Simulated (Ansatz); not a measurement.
Input file for Ansatz (a quantum-chemistry and plane-wave program): R-CCSD(T)/cc-pVDZ on CH5NOSe (SMILES CO[Se]N), a point of a torsion scan. The run froze 17 orbitals, filled d shells among them.

Ansatz 0.2 input:
```yaml
crystal:
  periodic: [false, false, false]
  atoms:
    - {symbol: C, position_ang: [-1.50737020, -0.20148158, 0.26364390]}
    - {symbol: O, position_ang: [-0.62912694, 0.79329506, -0.20610989]}
    - {symbol: Se, position_ang: [0.91247331, 1.17863407, 0.71748848]}
    - {symbol: N, position_ang: [2.16113494, 0.19391855, -0.14757416]}
    - {symbol: H, position_ang: [-2.48195882, 0.25271864, 0.45919779]}
    - {symbol: H, position_ang: [-1.15096149, -0.67930146, 1.17948021]}
    - {symbol: H, position_ang: [-1.61908111, -0.96612109, -0.51040356]}
    - {symbol: H, position_ang: [2.04770218, -0.80939752, -0.05473654]}
    - {symbol: H, position_ang: [2.27173303, 0.44562232, -1.12294244]}
basis:
  gaussian:
    orbitals: cc-pVDZ
magnetization: {spin_polarized: false}
correlation: {method: ccsd_t, electrons: outside_noble_gas}
scf: {lower_state_search: off}
```

Program output:

```
WARN ansatz: RAYON_NUM_THREADS=1 ignored (pool sized by the plan → 1); use --threads N
Functional definition: HF
these checks for a lower state are left out or cut short: stability, starts, cluster_reference, orbital_swaps, neighbouring_geometries, increment
integrals: 0.11 GiB planned
935 factors; integrals over basis functions are off by at most 1.3e-3 eV
mean field: 0.24 GiB planned
mean field evaluation 1: about -69927.1273 eV, gradient 3.1e1 eV
mean field evaluation 2: about -69927.1308 eV, gradient 3.1e1 eV
mean field evaluation 4: about -69929.2949 eV, gradient 3.8e0 eV
mean field evaluation 8: about -69929.3377 eV, gradient 1.1e-1 eV
mean field -69929.33777832 eV, -2569.8557635455 hartree, gradient 2.1e-6 eV, S^2 0.000000; 0 other end points of the search recorded, 0 dependent functions left out
17 core orbitals not correlated
reference -69929.33777832 eV, -2569.8557635455 hartree; 13, 13 occupied and 64, 64 virtual orbitals, 935 factors
second order -16.92330474 eV of doubles, -0.00000000 eV of singles
coupled cluster: 0.27 GiB planned
cycle   1  -17.37766325 eV  change   -4.5e-1 eV  update   1.0e-1
cycle   2  -17.85267102 eV  change   -4.8e-1 eV  update   3.2e-2
cycle   3  -17.98680205 eV  change   -1.3e-1 eV  update   1.9e-2
cycle   4  -17.98355181 eV  change    3.3e-3 eV  update   5.8e-3
cycle   5  -17.98284897 eV  change    7.0e-4 eV  update   3.2e-3
cycle   6  -17.98343213 eV  change   -5.8e-4 eV  update   1.2e-3
cycle   7  -17.98277634 eV  change    6.6e-4 eV  update   4.1e-4
cycle   8  -17.98267431 eV  change    1.0e-4 eV  update   1.5e-4
cycle   9  -17.98271879 eV  change   -4.4e-5 eV  update   6.3e-5
cycle  10  -17.98270584 eV  change    1.3e-5 eV  update   2.9e-5
perturbative correction -0.51916855 eV, -0.0190790922 hartree
Total energy: -69947.83965270 eV, -2570.5356948881 hartree
Checks for a lower state left out: stability, starts, cluster_reference, orbital_swaps, neighbouring_geometries, increment
```

Self-consistency was reached.

Cost: very roughly 6 core-seconds.
